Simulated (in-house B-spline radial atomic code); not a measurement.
Atomic self-consistent-field run: N⁺. Level of theory: non-relativistic PW91, spin-polarised, spherical fractional occupations, point nucleus; calculated with an all-electron radial atomic-structure program (B-spline basis).

Command:
```bash
python run_scf.py task.json out
```
Settings:
```
Z                7
configuration    [He] 2s2 2p2
hamiltonian      nr
method           pw91,pw91
spin_polarised   True
```

Output (hartree, bohr):
```
 radial grid: 42 intervals, B-splines of order 8, outer radius 23.5294 bohr

 iter        energy (Eh)    residual
    1         -52.670175    1.65e-01
    2         -53.794037    9.67e-02
    3         -54.001461    2.99e-02
    4         -54.025339    8.77e-03
    5         -54.027056    3.64e-03
    6         -54.027563    8.57e-05
    7         -54.027563    3.20e-06
    8         -54.027563    9.14e-07
    9         -54.027563    3.78e-08

 total energy                       -54.02756
 kinetic                              53.8880
 electron-nucleus                   -123.9565
 Hartree                              22.3451
 exchange-correlation                 -6.3041

 orbital      occ     eigenvalue          <r>       <r^2>       <1/r>     <1/r^3>     <1/r^2>       r_max
 1s up      1.000       -14.7683     0.230161   0.0716786     6.62735           -     89.5291      0.1485
 1s down    1.000       -14.7196     0.229448   0.0711786     6.64218           -     89.8521      0.1483
 2s up      1.000        -1.2441      1.23284     1.81618     1.17565           -     5.79907      0.9832
 2s down    1.000        -1.1056      1.26856     1.93404     1.14215           -     5.47113       0.997
 2p up      2.000        -0.8135      1.25026     1.97331     1.06037     3.98193     1.60781      0.9063
```

Run time, properties included: 0.1 s on 1 thread of Arm Neoverse N1, on a shared host.
